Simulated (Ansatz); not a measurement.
Cartesian coordinates in Å:
```
C 1.609 -0.389 1.700
N 1.728 0.168 0.377
C 2.109 1.556 0.381
Sn 0.595 -0.586 -1.107
N -1.325 -0.562 -0.453
C -2.305 -1.413 -1.075
C -1.870 0.698 -0.016
H 1.362 -1.453 1.657
H 2.560 -0.294 2.242
H 0.835 0.104 2.311
H 3.093 1.683 0.854
H 2.187 1.941 -0.639
H 1.403 2.201 0.930
H 0.902 0.423 -2.460
H 0.943 -2.238 -1.349
H -3.118 -1.639 -0.370
H -1.859 -2.367 -1.370
H -2.773 -0.969 -1.971
H -2.294 1.305 -0.835
H -1.103 1.297 0.482
H -2.677 0.534 0.712
```

The species carries charge 0 and has multiplicity 1. Sn takes the def2 core potential.

(1) List the PBE/def2-TZVPP orbital energies in eV (Ansatz 0.2.0). (Best estimate.)

## Answers

(1) Ansatz gave: Occupied: -380.11, -380.02, -269.31, -269.29, -269.29, -269.28, -132.93, -88.88, -88.87, -88.85, -25.55, -25.45, -25.38, -25.28, -25.27, -22.03, -21.76, -17.31, -17.29, -15.11, -14.63, -12.79, -11.27, -10.93, -10.87, -10.75, -10.64, -10.19, -9.27, -9.21, -8.79, -8.74, -7.90, -7.64, -7.59, -4.73, -4.66. Lowest empty: -0.49, -0.46, -0.10, 0.64, 0.98, 1.18, 1.57, 1.69.
